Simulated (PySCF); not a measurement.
## LaH3: one-bond stretch

Level of theory: r2SCAN in PySCF with La def2-TZVP with ECP46, H def2-TZVP; scalar-relativistic core potentials, no spin–orbit coupling; density-fitted integrals.

Rigid scan from the singlet minimum (La–H 2.121 Å (×3); H–La–H 110.5° (×3)). Coordinate: the bond from La to the last atom (H) scaled, the rest fixed. Energies in kJ/mol from the minimum.

Predict the curve at 0.92, 0.96, 1.00, 1.05, 1.12, 1.20, 1.35, 1.55, 1.80, 2.20.


| scale of one bond | E (kJ/mol) | dipole size (D) |
| --- | --- | --- |
| 0.92 | 11.6 | 4.79 |
| 0.96 | 2.7 | 4.84 |
| 1.00 | 0.0 | 4.92 |
| 1.05 | 3.4 | 5.04 |
| 1.12 | 17.0 | 5.24 |
| 1.20 | 40.2 | 5.51 |
| 1.35 | 93.0 | 6.10 |
| 1.55 | 163.1 | – |
| 1.80 | 235.9 | – |
| 2.20 | 314.3 | – |

At long bonds a restricted determinant can lie too high, and another spin state can fall below this curve.

Stability towards spin polarisation was not tested.

The scan took 22 s on 2 threads of a shared Arm Neoverse V1 host; the process peaked at 0.9 GiB. Launch command: `OMP_NUM_THREADS=2 python axn.py task.json out`.
